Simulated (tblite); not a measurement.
Species: C3H13ClSi4.
Bonds: C1–C2 (double), C2–C3, C3–Cl4, C2–Si5, Si5–Si6, Si6–Si7, Si6–Si8. Hydrogens: H9, H10 on C1; H11, H12 on C3; H13, H14 on Si5; H15 on Si6; H16, H17, H18 on Si7; H19, H20, H21 on Si8.

The geometry is computed with GFN2-xTB (gas phase).

Q: Give the optimised bond lengths and angles.

A: 
```
                    bond  length (Å)   order
                   C1=C2       1.325  double
                   C2–C3       1.490  single
                  C3–Cl4       1.791  single
                  C2–Si5       1.896  single
                 Si5–Si6       2.336  single
        Si6–Si7, Si6–Si8       2.330  single
                   C1–H9       1.080  single
                  C1–H10       1.077  single
          C3–H11, C3–H12       1.091  single
        Si5–H13, Si5–H14       1.470  single
                 Si6–H15       1.482  single
Si7–H16 and 5 like bonds       1.465  single
```

Bonds in one row agree within 0.01 Å and their mean is given. Orders are formal, as drawn. A selection of angles:
```
      angle  degrees
   C2–C1–H9    122.8
  C2–C1–H10    121.2
  H9–C1–H10    116.0
   C1–C2–C3    120.6
  C1–C2–Si5    123.0
  C3–C2–Si5    116.3
  C2–C3–Cl4    109.5
  C2–C3–H11    113.0
  C2–C3–H12    111.1
 Cl4–C3–H11    107.1
 Cl4–C3–H12    105.9
 H11–C3–H12    109.9
 C2–Si5–Si6    109.2
 C2–Si5–H13    105.6
Si6–Si5–H13    117.4
Si6–Si5–H14    113.0
H13–Si5–H14    105.6
Si5–Si6–Si7    111.3
Si5–Si6–H15    106.5
Si7–Si6–Si8    113.3
Si7–Si6–H15    105.8
Si8–Si6–H15    107.4
Si6–Si7–H16    111.1
Si6–Si7–H17    113.4
H16–Si7–H17    106.2
Si6–Si8–H20    110.3
H19–Si8–H21    106.5
```

Torsions: C1–C2–C3–Cl4 -125° (anticlinal); C1–C2–Si5–Si6 83° (synclinal); C2–Si5–Si6–Si7 -146° (anticlinal). The mirror-image conformer, all signs reversed, is as good.

The C–C distances run from 1.325 Å (C1=C2, drawn double) to 1.490 Å (C2–C3, drawn single), a spread of 0.165 Å. Si5 (SiH2 silicon) is distorted tetrahedral (angles from 105.1° to 117.4°). Si7 (SiH3 silicon) is distorted tetrahedral (angles from 106.1° to 113.4°). Of the pairs four or more bonds apart, Cl4···Si6 is among the closest relative to their van der Waals radii: 3.70 Å, 96 % of the sum of Bondi's values. Si6 (SiH silicon) is distorted tetrahedral (angles from 105.8° to 113.3°).

Point group: C1 (no symmetry element, even within 0.4 Å). Its GFN2-xTB frequencies are all real (lowest 21 cm⁻¹). The numbers are those of one conformer.
